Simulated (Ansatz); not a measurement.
PBE exchange is replaced step by step with exact exchange (0 % is PBE, 25 % PBE0; no dispersion term), basis def2-TZVP, Ansatz. System: the cluster Ga2H3 (the lowest doublet isomer of a short search). Charge 0, multiplicity 2. Geometry: r2SCAN-D4/def2-TZVP, each spin state at its own.

Geometry of the doublet:

```xyz
5

Ga    0.636   -0.089   -1.259
Ga   -0.380    0.108    0.866
H     0.863   -0.587   -2.729
H     0.208   -0.757    2.022
H    -1.327    1.325    1.100
```

The structure comes from a short search, and lower isomers may exist.

HOMO and LUMO are taken over both spins.

```csv
exact exchange (%),HOMO (eV),LUMO (eV),gap (eV),⟨S²⟩,quartet − doublet (kJ/mol)
0,-4.27,-3.35,0.92,0.753,201.8
5,-4.43,-3.19,1.24,0.753,202.7
15,-4.73,-2.87,1.87,0.754,204.5
25,-5.04,-2.55,2.50,0.755,206.4
35,-5.36,-2.23,3.13,0.756,208.2
50,-5.83,-1.76,4.07,0.757,210.8
```

Q: Estimate the row for 10 %.

A: 
| exact exchange (%) | HOMO (eV) | LUMO (eV) | gap (eV) | ⟨S²⟩ | quartet − doublet (kJ/mol) |
| --- | --- | --- | --- | --- | --- |
| 10 | -4.58 | -3.03 | 1.55 | 0.753 | 203.6 |
